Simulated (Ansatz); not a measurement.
Task: Name a neutral molecule of Cl, F, Si and H with size of the dipole moment (ωB97M-V/def2-TZVPP) between 0.20 and 0.50 D and HOMO energy (PBE/def2-TZVPP) between -7.40 and -7.10 eV (Ansatz, PBE0-D4/def2-TZVP geometry).

Result: `F[SiH](F)[SiH](Cl)Cl` (0.32 D, -7.24 eV); `F[Si@@H](Cl)[Si@@H](F)Cl` (0.37 D, -7.24 eV). Other molecules can fit too; these were computed, each in one conformer that needn't be the lowest.
